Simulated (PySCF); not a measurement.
# Simulated characterisation data

One computed conformer, one averaged value for each set of equivalent atoms, non-relativistic Hamiltonian, no solvent model. PBE0/pcSseg-1 with gauge-including orbitals; geometry from GFN2-xTB; PySCF.

References, each an isolated molecule treated in the same way: 1H and 13C against TMS. Splittings of carbon signals by F and P are missing where no couplings were computed. Where no couplings were computed, multiplicities follow the n + 1 count of equivalent neighbours, and m marks all less simple cases (inequivalent or close neighbours, rings, F or P nearby). Shifts are as computed. Against solution values, carbons near 30 ppm lie about +3 ppm off and those near 130 ppm about +5 ppm; carbons on Cl a further +6 ppm (rms about the fit 2.1 ppm; single classes can miss by 10 ppm). Of 1328 compounds with measured shifts, 309 miss one by over three times the rms of a fit or turn the order of signals round; such compounds aren't used in these exercises. Signals without a measured value on file couldn't be tested in this way; 1H shifts scatter by 0.2 ppm about their fit, and single ones miss by 0.5 ppm. Carbons bonded to Cl come out too deshielded. OH and NH positions are gas-phase values without hydrogen bonding to other molecules.

**1.** SMILES [Si@@H]1(N)CC[C@@H]1F, C$_{3}$H$_{8}$FNSi. 1H NMR (600 MHz, computed): δ 5.17 (m, 1H), 5.16 (m, 1H), 2.67 (m, 1H), 2.21 (m, 1H), 1.49 (m, 1H), 1.42 (m, 1H), 0.88 (br s, 2H). 13C{1H} NMR (computed): δ 99.9 (CH), 30.8 (CH2), 13.9 (CH2).

**2.** `Cl[C@@H]1[C@@H](Cl)C12CC2`, C$_{5}$H$_{6}$Cl$_{2}$. 1H NMR (600 MHz, computed): δ 3.35 (s, 2H), 1.26 (m, 2H), 1.15 (m, 2H). 13C{1H} NMR (computed): δ 49.9, 27.7, 12.1.
